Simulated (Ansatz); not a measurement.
Ideal-gas functions of Cl₃F₂HMoO (`[OH][Mo]([F])([F])([Cl])([Cl])[Cl]`) at 298.15 K and 1 bar, from an Ansatz frequency run at PBE0-D4/def2-TZVP.

Molar mass 257.3 g/mol, point group Cs (symmetry number 1), electronic degeneracy 1, moments of inertia 353.417, 510.898, 609.687 u Å². Harmonic wavenumbers (cm⁻¹, unscaled): 83, 89, 113, 188, 211, 233, 254, 263, 278, 337, 385, 406, 450, 648, 673, 711, 770, 3804.

Use S(trans) = R[1.5 ln M + 2.5 ln T − 1.1517]; rotational temperatures θ = 24.2544 K / I; S(rot) = R[ln(√π/σ · √(T³/θAθBθC)) + 1.5]; for each mode x = 1.438777 ν̃/T, S = R[x/(eˣ − 1) − ln(1 − e⁻ˣ)] and H = RT x/(eˣ − 1); 1 cm⁻¹ = 0.0119627 kJ/mol; R = 8.31446 J/(mol·K).

Question: By hand: the entropy, in J/(mol·K).

Answer: Translation 178.1. Rotation: θ = 0.0686, 0.0475, 0.0398 K, giving 125.5. Vibration, mode by mode: 15.98, 15.41, 13.46, 9.40, 8.51, 7.76, 7.12, 6.87, 6.47, 5.13, 4.27, 3.94, 3.33, 1.57, 1.42, 1.23, 0.98, 0.00, in all 112.8. Electronic 0.0. Sum 416.4 J/(mol·K).

Question: By hand: H − E and G − E in kJ/mol, counted from the electronic energy.

Answer: Zero-point energy ½ × 9896 × 0.0119627 = 59.2; thermal vibration 18.3; translation, rotation and pV give 4 RT = 9.9. H − E = 87.4 kJ/mol, and G − E = 87.4 − 298.15 × 416.4/1000 = -36.7 kJ/mol.

Vibration gives 27 % of the entropy, 44.8 J/(mol·K) of it from the modes under 150 cm⁻¹: soft modes count most, and the harmonic formula is weakest for them. The sum counts one conformer and one mirror image; others add a mixing term.
